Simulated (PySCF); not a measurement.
Computed IR spectrum (relative IR intensity) of a molecule C4H7ClSi. Geometry: PBE-D3(BJ)/def2-SVP. Other conformers were not sampled. Calculation: PBE-D3(BJ)/def2-SVP (PySCF). Frequencies are harmonic and unscaled.

Lines under 2 % of the strongest are left out, and lines within 2 cm⁻¹ are merged.

```tsv
ν (cm⁻¹)	relative intensity
213	2.2
330	8.8
347	18
480	26
593	36
681	24
694	16
703	20
778	70
813	100
837	78
1214	21
1219	8.9
1378	2.0
1386	3.7
2084	23
3081	2.8
3390	32
```

Q: Which molecule gave these data?
A) C#C[Si](C)(C)Cl
B) C=C1CC[Si@H]1Cl
C) [SiH3]C=C=CCCl
D) C[Si@H]1C=C(Cl)C1

A: A, C#C[Si](C)(C)Cl
